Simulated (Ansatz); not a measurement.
Basis sets compared for MoOCl4 (MoCl₄O). Total charge 0; singlet. Geometry PBE-D4/def2-SVP. Ansatz on 2 threads of AMD EPYC 7R13 on a shared host; times are rough, and most runs start from earlier orbitals.

```xyz
6

Mo    0.005    0.036   -0.076
O     0.107    0.747   -1.577
Cl    2.135    0.280    0.784
Cl    0.559   -2.170   -0.481
Cl   -2.191   -0.670    0.040
Cl   -0.615    1.777    1.309
```

In the def2 sets Mo takes a core potential; there is no spin–orbit coupling. The restricted singlet is unstable towards broken spin symmetry in Hartree–Fock (as tested in another run); at PBE-D4/def2-SVP, PBE0-D4/def2-SVP, PBE0-D4/def2-TZVP this wasn't settled.

Binding counts from free atoms (Mo septet, O triplet, Cl doublet) in the same basis, without a counterpoise term.

```csv
level,functions,energy (Eh),HOMO (eV),LUMO (eV),binding per atom (eV),wall time
PBE-D4/def2-SVP,117,-1983.0364,-7.56,-6.14,3.77,2.1 s
PBE0-D4/def2-SVP,117,-1983.0952,-8.97,-5.81,3.33,4.1 s
```

Q: Estimate the rows for PBE-D4/def2-TZVP, PBE0-D4/def2-TZVP (with forces).

A: 
```json
{"level": "PBE-D4/def2-TZVP", "functions": "219", "energy (Eh)": "-1983.7839", "HOMO (eV)": "-7.63", "LUMO (eV)": "-6.21", "binding per atom (eV)": "3.70", "wall time": "3.9 s"}
{"level": "PBE0-D4/def2-TZVP (with forces)", "functions": "219", "energy (Eh)": "-1983.8390", "HOMO (eV)": "-8.97", "LUMO (eV)": "-5.78", "binding per atom (eV)": "3.29", "wall time": "11 s"}
```
